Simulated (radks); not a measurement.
Values are calculated unless marked as measured or tabulated.
Isoelectronic series with 13 electrons, each ion in its NIST ground configuration. Code: a radial shooting solver on a logarithmic mesh with Libxc functionals. Model: scalar-relativistic Kohn-Sham, PBE, spin-polarised, spherical densities, finite nucleus; open shells are filled with parallel spins first (spin-orbit coupling, left out, can overturn this in heavy ions); Fermi nuclear charge, rms radius of each element as measured or else 0.836 A^(1/3) + 0.57 fm. Total energies (hartree) and mean radii <r> (bohr):

ion    configuration  E (hartree)   3p up  3s down
Al      [Ne] 3s2 3p1   -242.69163   3.402    2.535
S3+     [Ne] 3s2 3p1   -396.55812   1.658    1.521
K6+     [Ne] 3s2 3p1   -590.17915   1.152    1.112
Ti9+    [Ne] 3s2 3p1   -823.71234  0.8911   0.8817
Mn12+   [Ne] 3s2 3p1  -1097.44222  0.7286   0.7317
Ni15+   [Ne] 3s2 3p1  -1411.72907  0.6169   0.6256
Ga18+   [Ne] 3s2 3p1  -1766.99849  0.5351   0.5462
Se21+   [Ne] 3s2 3p1  -2163.74250  0.4725   0.4846
Rb24+   [Ne] 3s2 3p1  -2602.51984  0.4229   0.4352
Zr27+   [Ne] 3s2 3p1  -3083.95834  0.3827   0.3946
Tc30+   [Ne] 3s2 3p1  -3608.75845  0.3493   0.3608
Pd33+   [Ne] 3s2 3p1  -4177.70322  0.3212   0.3320
In36+   [Ne] 3s2 3p1  -4791.66110  0.2971   0.3072
Te39+   [Ne] 3s2 3p1  -5451.58732  0.2763   0.2856
Cs42+   [Ne] 3s2 3p1   -6158.5506  0.2581   0.2666
Ce45+   [Ne] 3s2 3p1   -6913.7173  0.2421   0.2498
Pm48+   [Ne] 3s2 3p1   -7718.3792  0.2278   0.2347
Gd51+   [Ne] 3s2 3p1   -8573.9332  0.2150   0.2212
Ho54+   [Ne] 3s2 3p1   -9482.0265  0.2035   0.2089
Yb57+   [Ne] 3s2 3p1  -10444.3419  0.1931   0.1977
Ta60+   [Ne] 3s2 3p1  -11462.8792  0.1836   0.1874
Os63+   [Ne] 3s2 3p1  -12539.7456  0.1749   0.1780
